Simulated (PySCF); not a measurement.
C2H5ClFGa, SMILES C[CH2][Ga]([F])[Cl].

Geometry optimised at B3LYP-D3(BJ)/def2-SVP. The structure was generated by enumeration; whether it is a known compound was not checked. The values are those of a single conformer.

Two levels are set side by side: PBE/def2-TZVP (PySCF) and B3LYP/def2-TZVP (PySCF). Same geometry, gas phase. Differences are taken from unrounded values.

```csv
quantity,B3LYP
orbital gap (eV),7.12
highest occupied level (eV),-8.38
lowest empty level (eV),-1.26
dipole moment (D),3.39
mean polarisability (bohr³),62.9
```

What does PBE give, and how far is it from B3LYP? (Estimate from the structure and the level; the computed values follow.)


| quantity | PBE | PBE minus B3LYP |
|---|---|---|
| orbital gap (eV) | 5.54 | -1.58 |
| highest occupied level (eV) | -7.31 | 1.07 |
| lowest empty level (eV) | -1.76 | -0.50 |
| dipole moment (D) | 3.32 | -0.08 |
| mean polarisability (bohr³) | 65.1 | 2.2 |

Without exact exchange PBE keeps part of each electron's self-repulsion, which lifts occupied levels and narrows the gap. Loosely held outer electrons make PBE densities more polarisable. Differences between two approximate levels are no errors against the true value.

Rough cost on one machine, each run with all the roots and properties that it gave: B3LYP against PBE within a factor of 2.
